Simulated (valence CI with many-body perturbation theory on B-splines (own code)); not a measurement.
Results of a calculation; reference values are marked as such.
## Hyperfine factors and g values of Nd XXXVII

Level of theory: relativistic CI+MBPT: six valence electrons over a frozen Dirac-Fock core [Ar], radial functions for each j: 7 s, 7 p, 8 d, 6 f, 4 g, 1 h, with the one-electron correlation potential Σ1 (screened to all orders), the two-electron term Σ2, the three-electron term Σ3, Breit, model QED; selected single and double excitations, second order for the rest, scaled by the run's own slope (own B-spline code, finite nucleus).

No measured spectrum was set against this ion. As an estimate, large intervals hold to a few tenths of a per cent, small ones and those within an open d or f shell to about a per cent. Core correlation moves these levels by up to 7300 cm⁻¹, and in measured spectra 5 to 20 % of such shifts remained as error; rates that hang on mixing are uncertain with them. Among the levels kept, up to 1000 cm⁻¹ of a level comes from second order outside the variational space, and about a tenth of that is noise between levels of different J, which matters for small intervals. Only levels of the ground parity were solved; by the run's estimate the other parity begins above the list, which can be wrong where configurations are misplaced.

A/g_I is the dipole constant over the nuclear g factor μ/I (μ in nuclear magnetons, uniformly magnetised nucleus), B/Q the quadrupole constant per barn. Both hold the static response of the core; the bare values leave it out. Large factors of s and p1/2 electrons are usually good to 5 to 10 %; those of open d and f shells near neutrality can be off by tens of per cent, and small factors of p3/2, d and f electrons come from cancelling terms and can be off by a factor of two or in sign, in half-filled shells by more. B is blank for J = 1/2, where it vanishes, and for nearly pure S terms. Energies count from the lowest level. Levels with J = 0 are left out.

Levels are named by their leading jj configuration (3d3/2^4 stands for four electrons in 3d with j = 3/2), which in mixed levels can hold well under half, so a name can repeat and another be missing. Letters in brackets count levels of one name in rising energy.

```
                    Level  E (cm⁻¹)      g  A/g_I (MHz)  A/g_I bare  B/Q (MHz/b)  B/Q bare
    (3d3/2^4 3d5/2^2) J=4         0  1.313        16000       16600        31200     31700
    (3d3/2^4 3d5/2^2) J=2     43866  1.334        15800       16500       -14000    -14200
(3d3/2^3 3d5/2^3) J=3 [a]    157190  1.401         9780       10500         4130      4190
(3d3/2^3 3d5/2^3) J=4 [a]    182310  1.142        18900       19200        24100     24500
(3d3/2^3 3d5/2^3) J=1 [a]    184370  1.372        14800       15500       -11600    -11700
    (3d3/2^3 3d5/2^3) J=5    227890  1.123        22100       22400        13100     13300
    (3d3/2^3 3d5/2^3) J=6    228260  1.114        24400       24600       -26200    -26600
(3d3/2^3 3d5/2^3) J=2 [a]    262990  0.931        30200       30200       -22400    -22700
(3d3/2^3 3d5/2^3) J=3 [b]    269180  1.040        27300       27400        13800     14000
(3d3/2^3 3d5/2^3) J=2 [b]    328660  1.197        19500       19900        17500     17800
(3d3/2^3 3d5/2^3) J=4 [b]    340830  1.028        27600       27700       -13800    -14000
(3d3/2^3 3d5/2^3) J=1 [b]    345280  1.005        19600       19700        21400     21700
(3d3/2^2 3d5/2^4) J=2 [a]    368740  1.365         7400        8080        12400     12600
(3d3/2^3 3d5/2^3) J=3 [c]    370480  1.076        26600       26800       -35500    -36100
(3d3/2^2 3d5/2^4) J=4 [a]    402230  1.088        23800       24000         2280      2350
    (3d3/2^2 3d5/2^4) J=5    425110  1.097        25000       25200       -21100    -21400
(3d3/2^2 3d5/2^4) J=3 [a]    428480  1.198        16400       16800       -18200    -18500
    (3d3/2^2 3d5/2^4) J=6    449320  1.039        27200       27400       -31900    -32400
(3d3/2^2 3d5/2^4) J=3 [b]    459780  0.935        31800       31800         2600      2650
    (3d3/2^2 3d5/2^4) J=1    492580  1.104        26000       26200        -8920     -9070
(3d3/2^2 3d5/2^4) J=4 [b]    502230  1.054        27900       28000        -1790     -1830
(3d3/2^2 3d5/2^4) J=2 [b]    504430  1.050        26900       27000       -18900    -19200
(3d3/2^2 3d5/2^4) J=2 [c]    569470  0.814        37700       37500        -7360     -7460
(3d3/2^2 3d5/2^4) J=4 [c]    587550  1.159        20500       20900       -29300    -29700
      (3d3/2 3d5/2^5) J=1    597070  1.495        -2640       -1750        -7180     -7280
      (3d3/2 3d5/2^5) J=4    684470  1.020        27700       27800       -20200    -20500
(3d3/2^2 3d5/2^4) J=2 [d]    711380  1.107        23600       23800        28900     29400
      (3d3/2 3d5/2^5) J=2    715700  1.150        22600       22900       -28000    -28400
      (3d3/2 3d5/2^5) J=3    724400  1.061        25800       26000       -36600    -37200
```

(1) Take the isotope of mass number 145, with I = 7/2, μ = -0.656 μN and Q = -0.314 b. What is the hyperfine structure of (3d3/2^3 3d5/2^3) J=1 [a]?

## Answers

(1) From the table A = -2780 MHz, B = 3630 MHz. Shifts from the centre of gravity in MHz: F = 5/2: 14500, F = 7/2: 187, F = 9/2: -8820.
